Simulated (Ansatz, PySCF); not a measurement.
CH3FO2Si2, SMILES O=C1O[Si@H](F)[SiH2]1. Atoms are numbered in the order given.

```xyz
9

O     -1.5164     2.0505     0.1874
C     -0.8564     1.0641     0.1792
O      0.5134     1.0756     0.3595
Si     1.0546    -0.5406     0.2132
F      1.9432    -0.7013    -1.1295
Si    -1.2308    -0.8615    -0.0044
H      1.9191    -0.9060     1.3572
H     -2.0063    -1.4037     1.1466
H     -1.8166    -1.2712    -1.3103
```

Geometry: PBE0-D3(BJ)/def2-SVP. The structure was generated by enumeration; whether it is a known compound was not checked.

Two levels are set side by side: PBE-D3(BJ)/def2-SVP (Ansatz, a first-principles code) and PBE0-D3(BJ)/def2-SVP (Ansatz). Each level has its own optimised geometry; the coordinates shown are those of the second. Frequencies come from the Hessian of PySCF at each geometry. Differences are taken from unrounded values.

```tsv
quantity	PBE0-D3(BJ)
mean bond length (Å)	1.627
bond O1–C2 (Å)	1.187
bond C2–O3 (Å)	1.382
bond C2–Si6 (Å)	1.970
bond O3–Si4 (Å)	1.711
bond Si4–F5 (Å)	1.618
bond Si4–Si6 (Å)	2.318
bond Si4–H7 (Å)	1.480
bond Si6–H8 (Å)	1.490
bond Si6–H9 (Å)	1.489
highest harmonic wavenumber (cm⁻¹)	2307
mean harmonic wavenumber (cm⁻¹)	892
zero-point energy (kcal/mol)	26.77
```

Q: What does PBE-D3(BJ) give, and how far is it from PBE0-D3(BJ)? (The exact figures need the calculation; the answer reports its results.)

A: 
| quantity | PBE-D3(BJ) | PBE-D3(BJ) minus PBE0-D3(BJ) |
|---|---|---|
| mean bond length (Å) | 1.642 | 0.015 |
| bond O1–C2 (Å) | 1.199 | 0.013 |
| bond C2–O3 (Å) | 1.403 | 0.021 |
| bond C2–Si6 (Å) | 1.984 | 0.014 |
| bond O3–Si4 (Å) | 1.733 | 0.023 |
| bond Si4–F5 (Å) | 1.634 | 0.016 |
| bond Si4–Si6 (Å) | 2.327 | 0.009 |
| bond Si4–H7 (Å) | 1.492 | 0.013 |
| bond Si6–H8 (Å) | 1.501 | 0.011 |
| bond Si6–H9 (Å) | 1.500 | 0.012 |
| highest harmonic wavenumber (cm⁻¹) | 2223 | -84 |
| mean harmonic wavenumber (cm⁻¹) | 851 | -40 |
| zero-point energy (kcal/mol) | 25.56 | -1.21 |

GGA bonds tend to be longer and softer than those of functionals with exact exchange. Differences between two approximate levels are no errors against the true value.
